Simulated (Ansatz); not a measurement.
Two structures of GeH$_{4}$O, singlet, reached by relaxing down either side of one saddle point (PBE0-D4/def2-TZVP). Energies are electronic, without zero-point energy. Ansatz 0.2.0; basis: def2-TZVPP and def2-QZVPP; cores frozen in the correlated methods. Filled d shells of the heavier atoms are correlated. The def2 sets are not built for correlating such inner shells, so the correlated values are less sure here. Extrapolation: Hartree–Fock as exp(−7.88 √X), correlation as X^−2.97. First:

```xyz
6
angstrom
Ge 0.0106 0.2888 -1.0300
O -1.1253 -0.9365 -0.3775
H 1.0845 0.6851 1.3360
H -0.6791 1.4766 -0.2114
H 1.6394 0.2973 1.0067
H -0.9302 -1.8114 -0.7238
```

Second:

```
6
angstrom
Ge 0.3985 0.7954 -1.0016
O -0.6508 -0.8557 0.0660
H -0.5270 -0.6898 1.0063
H -0.5023 1.7562 -0.1032
H 1.4998 0.6872 0.1608
H -0.2183 -1.6934 -0.1284
```

Question: Which bonds change from the first to the second?

Answer: GeH₂O ([OH][GeH]) + H₂ → GeH₄O ([OH2][GeH2]); bonds formed: Ge1–H5, O2–H3; bonds broken: H3–H5; bonds weakened to dative contacts: Ge1–O2.

Question: Give the saddle point's structure and its height above each. (Judge from chemistry; the value comes from the calculation.)

Answer: By the calculation: 26.91 kcal/mol above the first and 23.67 kcal/mol above the second (CCSD(T) at an estimated basis limit (MP2 extrapolated from triple and quadruple zeta, plus CCSD(T) − MP2 in triple zeta)).
```json
{"atom": "Ge1", "x (Å)": "0.2798", "y (Å)": "0.5872", "z (Å)": "-0.9623"}
{"atom": "O2", "x (Å)": "-0.7107", "y (Å)": "-0.7865", "z (Å)": "0.1066"}
{"atom": "H3", "x (Å)": "0.3739", "y (Å)": "-0.2431", "z (Å)": "0.6840"}
{"atom": "H4", "x (Å)": "-0.5702", "y (Å)": "1.7297", "z (Å)": "-0.2613"}
{"atom": "H5", "x (Å)": "1.1210", "y (Å)": "0.3786", "z (Å)": "0.6511"}
{"atom": "H6", "x (Å)": "-0.4940", "y (Å)": "-1.6660", "z (Å)": "-0.2181"}
```

The search had been set up for a 1,1-elimination (forming O2–H3, breaking Ge1–O2, Ge1–H3); from that guess it ended on this step instead.

T1 diagnostic: at most 0.016.

Labels in which every atom is bracketed show which atoms are joined, not bond orders.

For scale, one of the runs: CCSD(T)/def2-TZVPP, 135 basis functions, launched by `ansatz run in.yaml --threads 2 --pin off --events-out ev --progress --plain --max-ram 4352MiB`. Hardware: 2 CPU threads of an Intel Xeon Platinum 8175M, shared host. Wall time 13 s; peak host memory 0.76 GiB.
